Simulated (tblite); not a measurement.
Species: C₄H₁₀FNSi.
Numbering: `[CH2:1]=[N:2][Si@@H:3]([CH2:4][CH3:5])[CH2:6][F:7]` (hydrogens: H8, H9 on C1; H10 on Si3; H11, H12 on C4; H13, H14, H15 on C5; H16, H17 on C6)

Computed with GFN2-xTB (tblite), gas phase: L-BFGS steps from a force-field or distance-geometry start until the largest atomic force falls under 0.01 eV/Å.

The end geometry, which sets the zero of energy:
```
atom  x, y, z in Å
C1     -2.7693   -0.9471   -0.9257
N2     -1.8234   -0.1905   -0.6267
Si3    -0.3783   -0.3350    0.2987
C4      1.0296   -0.0031   -0.9377
C5      2.4060   -0.0285   -0.2812
C6     -0.5545    1.1395    1.5168
F7      0.5637    1.2357    2.3226
H8     -3.5605   -0.5777   -1.5735
H9     -2.8766   -1.9788   -0.5811
H10    -0.1293   -1.5563    1.0798
H11     0.8740    0.9701   -1.4062
H12     1.0017   -0.7397   -1.7420
H13     2.4614    0.7010    0.5222
H14     2.6144   -1.0095    0.1394
H15     3.1841    0.2027   -1.0069
H16    -0.6430    2.0977    1.0002
H17    -1.4069    1.0315    2.1912
```

Task: These geometries come from the run, each turned onto the end geometry. Order them by energy, lowest first.
A.
```
atom  x, y, z in Å
C1     -2.5709   -1.0420   -1.0458
N2     -1.9894   -0.0550   -0.5354
Si3    -0.4964   -0.1608    0.3623
C4      0.9099    0.0377   -0.9281
C5      2.3097   -0.1145   -0.3353
C6     -0.5042    1.2727    1.6532
F7      0.6463    1.2025    2.4153
H8     -3.4661   -0.9270   -1.6587
H9     -2.2112   -2.0755   -0.9062
H10    -0.4047   -1.4531    1.0763
H11     0.8369    1.0134   -1.4163
H12     0.7782   -0.7030   -1.7204
H13     2.4887    0.6446    0.4209
H14     2.4096   -1.0875    0.1422
H15     3.0786   -0.0268   -1.1043
H16    -0.4979    2.2638    1.2043
H17    -1.3239    1.2224    2.3660
```
B.
```
atom  x, y, z in Å
C1     -2.6360   -1.0241   -1.0409
N2     -1.9020   -0.1731   -0.4984
Si3    -0.4322   -0.2497    0.3986
C4      0.9201    0.0328   -0.9117
C5      2.3200   -0.1012   -0.3238
C6     -0.5214    1.2370    1.6009
F7      0.6190    1.2312    2.3830
H8     -3.4769   -0.7157   -1.6582
H9     -2.5071   -2.1040   -0.9416
H10    -0.1021   -1.4328    1.2048
H11     0.8091    1.0181   -1.3661
H12     0.7946   -0.6904   -1.7191
H13     2.4919    0.6501    0.4424
H14     2.4491   -1.0853    0.1204
H15     3.0810    0.0234   -1.0906
H16    -0.5448    2.2079    1.1057
H17    -1.3691    1.1879    2.2844
```
C.
```
atom  x, y, z in Å
C1     -2.7401   -0.9477   -0.9427
N2     -1.8092   -0.1879   -0.6097
Si3    -0.3756   -0.3254    0.3331
C4      1.0193   -0.0106   -0.9246
C5      2.4138   -0.0499   -0.3097
C6     -0.5759    1.1565    1.5362
F7      0.5306    1.2687    2.3552
H8     -3.5193   -0.5777   -1.6053
H9     -2.8458   -1.9837   -0.6131
H10    -0.1239   -1.5320    1.1366
H11     0.8656    0.9674   -1.3836
H12     0.9561   -0.7456   -1.7290
H13     2.4841    0.6525    0.5164
H14     2.6447   -1.0435    0.0661
H15     3.1687    0.2139   -1.0489
H16    -0.6646    2.1095    1.0116
H17    -1.4353    1.0475    2.2013
```
D.
```
atom  x, y, z in Å
C1     -2.6798   -0.9872   -0.9904
N2     -1.8478   -0.1801   -0.5274
Si3    -0.3951   -0.3079    0.3906
C4      0.9676    0.0103   -0.8983
C5      2.3770   -0.0764   -0.3302
C6     -0.5453    1.1997    1.5698
F7      0.5609    1.2988    2.3929
H8     -3.4794   -0.6171   -1.6290
H9     -2.6774   -2.0662   -0.8034
H10    -0.1485   -1.5317    1.1645
H11     0.8170    0.9977   -1.3349
H12     0.8619   -0.7063   -1.7122
H13     2.5127    0.6481    0.4662
H14     2.5624   -1.0658    0.0777
H15     3.1252    0.1209   -1.0958
H16    -0.6062    2.1423    1.0200
H17    -1.4120    1.1330    2.2299
```
E.
```
atom  x, y, z in Å
C1     -2.4905   -1.0338   -1.0137
N2     -1.9870    0.0661   -0.5781
Si3    -0.4992   -0.1005    0.3636
C4      0.8810    0.0473   -0.8923
C5      2.2868   -0.1232   -0.3135
C6     -0.4903    1.2449    1.6200
F7      0.6531    1.1537    2.3662
H8     -3.4230   -0.9764   -1.5993
H9     -2.0803   -2.0475   -0.8528
H10    -0.5191   -1.4521    0.9781
H11     0.8110    1.0126   -1.3828
H12     0.7269   -0.7217   -1.6591
H13     2.5084    0.6530    0.4316
H14     2.4219   -1.0992    0.1548
H15     3.0236   -0.0310   -1.1229
H16    -0.4976    2.2403    1.1781
H17    -1.3328    1.1797    2.3121
```

Result: C (0.003 eV), D (0.013 eV), B (0.036 eV), A (0.114 eV), E (0.345 eV).

In the order of the answer:

```
step  E above end (eV)  largest force (eV/Å)  rms force component (eV/Å)  rms distance from end (Å)  rms bond change (Å)  bond most changed (Å)
  62             0.003                  0.04                       0.014                      0.045                0.001          Si3–C4 +0.001
  43             0.013                  0.08                       0.028                      0.123                0.001           C4–C5 -0.003
  26             0.036                  0.12                       0.041                      0.202                0.002          Si3–C6 -0.007
   9             0.114                  0.34                       0.100                      0.286                0.009          N2–Si3 +0.023
   0             0.345                  2.48                       0.559                      0.323                0.027          Si3–C6 -0.080
```

The cost below is that of the whole relaxation. Time: 1.7 s wall. Hardware: Intel Xeon at 2.50 GHz, one thread, on a shared host.
